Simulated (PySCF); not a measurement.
C2H4F2OSi. Atoms are numbered in the order given.

```xyz
10

O     -0.3838     0.5466     1.8273
C     -0.0946     0.2199     0.7003
Si     1.7390     0.3539     0.0506
C     -1.1741    -0.3083    -0.2558
F     -1.1858     0.4857    -1.3569
F     -0.8199    -1.5607    -0.6409
H      2.5731    -0.4495     0.9834
H      1.8818    -0.1401    -1.3432
H      2.1088     1.7920     0.1386
H     -2.1751    -0.3250     0.2083
```
Charge 0, spin multiplicity 1.

Geometry: B3LYP-D3(BJ)/def2-SVP. Other conformers were not sampled.

Method: PBE0/def2-TZVP (PySCF).

ESP charges are fitted to the potential on shells at 1.4 to 2.0 van der Waals radii. Atomic charges (e):

| atom | IAO | ESP fit |
|---|---|---|
| O1 | -0.35 | -0.39 |
| C2 | 0.13 | 0.35 |
| Si3 | 0.54 | 0.13 |
| C4 | [?] | 0.23 |
| F5 | [?] | -0.19 |
| F6 | [?] | -0.19 |
| H7 | [?] | -0.02 |
| H8 | [?] | -0.02 |
| H9 | [?] | -0.02 |
| H10 | 0.16 | 0.11 |

Question: Some entries are withheld; supply them. (The exact figures need the calculation; the answer reports its results.)

Answer: 
- C4, IAO: 0.41
- F5, IAO: -0.30
- F6, IAO: -0.29
- H7, IAO: -0.09
- H8, IAO: -0.10
- H9, IAO: -0.09

Question: Give the Mayer and Wiberg (Löwdin basis) orders of the bonds. (The exact figures need the calculation; the answer reports its results.)

Answer: 
| bond | Mayer | Wiberg |
|---|---|---|
| O1–C2 | 2.03 | 2.73 |
| C2–Si3 | 0.92 | 1.03 |
| C2–C4 | 0.89 | 1.16 |
| C4–F5 | 1.07 | 1.73 |
| C4–F6 | 1.07 | 1.73 |
| Si3–H7 | 0.95 | 0.95 |
| Si3–H8 | 0.94 | 0.96 |
| Si3–H9 | 0.95 | 0.95 |
| C4–H10 | 0.97 | 0.87 |
